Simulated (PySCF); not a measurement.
How the method changes the constants of TaBr

State: quintet, unpaired electrons σ ↑, π ↑, δ ↑↑. Set-up: PySCF, scalar-relativistic core potentials, basis sets Ta def2-TZVPPD with ECP60, Br def2-TZVPPD. De refers to Ta (5d3 6s2) + Br in their high-spin ground configurations, without counterpoise correction. The functionals are run spin-unrestricted. A positive dipole means Ta(−)Br(+). Levels whose curve was spin-contaminated or gave no clean fit are not listed.

```json
{"Level": "LDA", "Re (Å)": "2.401", "ωe (cm⁻¹)": "265", "De (eV)": "n/a", "μ (D)": "-2.31"}
{"Level": "PBE", "Re (Å)": "2.445", "ωe (cm⁻¹)": "248", "De (eV)": "n/a", "μ (D)": "-2.60"}
{"Level": "BLYP", "Re (Å)": "2.480", "ωe (cm⁻¹)": "235", "De (eV)": "n/a", "μ (D)": "-2.66"}
{"Level": "r²SCAN", "Re (Å)": "2.453", "ωe (cm⁻¹)": "247", "De (eV)": "n/a", "μ (D)": "-2.99"}
{"Level": "PBE0", "Re (Å)": "2.446", "ωe (cm⁻¹)": "250", "De (eV)": "n/a", "μ (D)": "-3.06"}
{"Level": "M06", "Re (Å)": "2.437", "ωe (cm⁻¹)": "258", "De (eV)": "n/a", "μ (D)": "-3.27"}
{"Level": "M06-2X", "Re (Å)": "2.474", "ωe (cm⁻¹)": "238", "De (eV)": "n/a", "μ (D)": "-3.17"}
{"Level": "ωB97M-V", "Re (Å)": "2.460", "ωe (cm⁻¹)": "247", "De (eV)": "n/a", "μ (D)": "-3.30"}
```

**Question.** What does a quarter of exact exchange do here, going from PBE to PBE0?

**Answer.** PBE0 less PBE: +0.1 pm in Re, +0.8 % in ωe. Exact exchange removes part of the self-interaction that spreads semilocal densities, and in most molecules shortens and stiffens the bond and lowers De; so it does here.

**Question.** What does the step from GGA to meta-GGA do here, going from PBE to r²SCAN?

**Answer.** r²SCAN less PBE: +0.8 pm in Re, -0.4 % in ωe. 

**Question.** What does the gradient correction do here, going from LDA to PBE?

**Answer.** PBE less LDA: +4.4 pm in Re, -6.4 % in ωe. The gradient correction favours the more uneven density of free atoms, so it tends to lengthen bonds and takes away much of the overbinding of LDA; so it does here.

De is left out where the level can put another filling of the metal’s s and d shells below the measured ground configuration, by anything from nothing to about 1 eV. These are scalar-relativistic numbers at best; spin–orbit coupling would shift them, the dissociation energy most. The state is the lowest single determinant that the PBE0 search found; with open d or f shells the true ground state can be another one.

The whole job (state search and all levels along the bond) took about 15 min on 2 threads of AMD EPYC 9R45 96-Core (shared host), peak memory 4.5 GiB.
